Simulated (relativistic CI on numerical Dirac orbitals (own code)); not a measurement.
Xe IV: what numerical and physical settings do to a radial Dirac CI calculation

Reference input:

```
atom Xe  Z=54  charge=3  electrons=51
nucleus A=132  rms_radius_fm=4.7859
hamiltonian dirac-coulomb  breit=on  qed=on  c_scale=1
orbitals kli  potential=per-configuration
slater_scale 1
correlation none
mixing on
grid step=0.0125 r_max=50.3
scf mixing=0.4 start=green max_iterations=150 tolerance=2e-08 node_fill=0.05
configurations
  [Kr] 4d10 5s2 5p3
  [Kr] 4d10 5s 5p4
  [Kr] 4d10 5s2 5p2 5d
end
```

Computed lowest total energy -7435.02808 Ha, first excitation 17213.6 cm⁻¹, 34 SCF steps. Runs with settings changed; * marks those that are bad on purpose (the QED terms keep the true α when c is scaled):

| Changed | Outcome | Lowest level | ΔE (Ha) | First excitation (cm⁻¹) | SCF steps | Message |
| --- | --- | --- | --- | --- | --- | --- |
| SCF mixing 0.9 | converged | 5s²5p³ ⁴S°3/2 | 4.28e-10 | 17213.6 | 30 |  |
| Slater scale 0.6 | converged | 5s²5p³ ⁴S°3/2 | 0.0263 | 11508.3 | 34 |  |
| speed of light × 1.25 | converged | 5s²5p³ ⁴S°3/2 | 78.6 | 17695.5 | 35 |  |
| node fill of the KLI weights 0.5, start potential thomas-fermi, SCF tolerance 1e-06 | converged | 5s²5p³ ⁴S°3/2 | 0.0506 | 17014.5 | 27 |  |
| SCF tolerance 1e-14 * | converged | 5s²5p³ ⁴S°3/2 | 4.73e-10 | 17213.6 | 113 |  |
| grid step 0.6 * | refused |  |  |  | 0 | the grid has 30 points, outside 40 to 4096 |

With so few configurations and no correlation, terms lie too far apart (by 10 to 50 % near neutrality), their order can be wrong, and levels of other configurations are missing.
